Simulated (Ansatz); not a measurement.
Start from `C[SiH](F)[GeH3]` and change one element to get `C[SiH](Cl)[GeH3]`.

Ansatz, PBE0-D4/def2-TZVP geometries, multiplicity 1. 

Scalar relativity is left out up to krypton.

| property | `C[SiH](F)[GeH3]` |
| --- | --- |
| HOMO energy (B3LYP/def2-TZVPP) / eV | -7.82 |
| size of the dipole moment (ωB97M-V/def2-TZVPP) / D | 1.60 |
| HOMO energy (ωB97M-V/def2-TZVPP) / eV | -10.06 |
| LUMO energy (B3LYP/def2-TZVPP) / eV | -0.26 |
| size of the dipole moment (B3LYP/def2-TZVPP) / D | 1.61 |
| HOMO–LUMO gap (PBE0/def2-TZVPP) / eV | 7.94 |

Question: Give the same properties after the change, and the shifts. (Estimate.)

Answer: The calculation gave: 
| property | `C[SiH](Cl)[GeH3]` | shift |
| --- | --- | --- |
| HOMO energy (B3LYP/def2-TZVPP) / eV | -7.70 | 0.12 |
| size of the dipole moment (ωB97M-V/def2-TZVPP) / D | 1.72 | 0.12 |
| HOMO energy (ωB97M-V/def2-TZVPP) / eV | -9.94 | 0.12 |
| LUMO energy (B3LYP/def2-TZVPP) / eV | -0.22 | 0.04 |
| size of the dipole moment (B3LYP/def2-TZVPP) / D | 1.73 | 0.12 |
| HOMO–LUMO gap (PBE0/def2-TZVPP) / eV | 7.85 | -0.09 |

Dipoles are sizes alone; their direction can turn.

B3LYP here is the variant with VWN-RPA as its local correlation; programs differ in this.
